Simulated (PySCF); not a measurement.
**ECD: `N#C[C@H]1C[C@@H](F)CO1`, C5H6FNO**

Geometry:
| atom | x (Å) | y (Å) | z (Å) |
| --- | --- | --- | --- |
| N1 | 1.260 | 1.272 | 2.410 |
| C2 | 1.243 | 0.772 | 1.383 |
| C3 | 1.197 | 0.149 | 0.066 |
| C4 | 0.294 | -1.103 | 0.091 |
| C5 | -1.068 | -0.559 | -0.359 |
| F6 | -1.979 | -0.594 | 0.670 |
| C7 | -0.781 | 0.901 | -0.761 |
| O8 | 0.617 | 1.012 | -0.894 |
| H9 | 2.222 | -0.060 | -0.256 |
| H10 | 0.664 | -1.850 | -0.609 |
| H11 | 0.223 | -1.542 | 1.085 |
| H12 | -1.510 | -1.147 | -1.169 |
| H13 | -1.225 | 1.189 | -1.714 |
| H14 | -1.157 | 1.560 | 0.034 |

Computed with TDDFT B3LYP/def2-SVPD circular dichroism and optical rotation, one conformer, gas phase in PySCF 2.14.0. Geometry: GFN2-xTB.

States above about 8.4 eV (minus the energy of the highest occupied orbital) lie near or above the ionisation threshold and depend on the basis.

Problem. What are the CIP labels of the stereocentres?

Solution. C3 R, C5 R.

Problem. List the lowest 16 singlet excitations with oscillator and rotatory strengths.

Solution. Rotatory strengths R in 10⁻⁴⁰ esu² cm², velocity form and length form (origin at the centre of mass); f in length form.
| state | E (eV) | λ (nm) | f | R (velocity) | R (length) | main |
| --- | --- | --- | --- | --- | --- | --- |
| 1 | 6.89 | 180 | 0.005 | +3.7 | +4.2 | HOMO→LUMO 0.94 |
| 2 | 7.37 | 168 | 0.004 | +8.1 | +8.1 | HOMO→LUMO+1 0.87 |
| 3 | 7.44 | 167 | 0.001 | -1.7 | -1.6 | HOMO−1→LUMO 0.58, HOMO−1→LUMO+1 0.14 |
| 4 | 7.80 | 159 | 0.006 | +6.8 | +6.3 | HOMO→LUMO+2 0.92 |
| 5 | 7.90 | 157 | 0.005 | +6.9 | +7.1 | HOMO−1→LUMO+1 0.25, HOMO−3→LUMO 0.17 |
| 6 | 8.11 | 153 | 0.004 | -4.0 | -4.5 | HOMO→LUMO+3 0.73 |
| 7 | 8.19 | 151 | 0.004 | -1.5 | -2.3 | HOMO−2→LUMO 0.52, HOMO−3→LUMO 0.23 |
| 8 | 8.22 | 151 | 0.0006 | +1.0 | +0.9 | HOMO−3→LUMO+1 0.30, HOMO→LUMO+3 0.18 |
| 9 | 8.48 | 146 | 0.011 | -2.5 | -2.4 | HOMO−1→LUMO+1 0.33, HOMO−2→LUMO+1 0.19 |
| 10 | 8.60 | 144 | 0.004 | +0.4 | +0.7 | HOMO−1→LUMO+2 0.28, HOMO−2→LUMO+1 0.26 |
| 11 | 8.64 | 143 | 0.007 | +7.0 | +6.3 | HOMO→LUMO+4 0.63, HOMO→LUMO+5 0.16 |
| 12 | 8.70 | 143 | 0.020 | +5.2 | +4.7 | HOMO→LUMO+5 0.71, HOMO→LUMO+4 0.15 |
| 13 | 8.77 | 141 | 0.015 | -19.4 | -19.1 | HOMO−1→LUMO+2 0.32, HOMO−4→LUMO 0.31 |
| 14 | 8.81 | 141 | 0.032 | +27.3 | +26.5 | HOMO−5→LUMO 0.31, HOMO−4→LUMO 0.23 |
| 15 | 8.91 | 139 | 0.004 | +1.0 | -0.1 | HOMO→LUMO+6 0.79 |
| 16 | 8.97 | 138 | 0.018 | -6.5 | -6.2 | HOMO−5→LUMO 0.43, HOMO−4→LUMO 0.18 |

For state 15 the two forms differ in sign, so the sign of R isn't settled.

Among the states computed, the strongest CD band (largest |R|) is state 14. The largest dissymmetry factor in size, g = 4R/(D+G), with D and G the electric and magnetic dipole strengths, is +0.021 for state 2 (velocity form, f = 0.004), among bands with |R| over 0.5. The mirror image has the same energies and oscillator strengths and all R with the opposite sign.
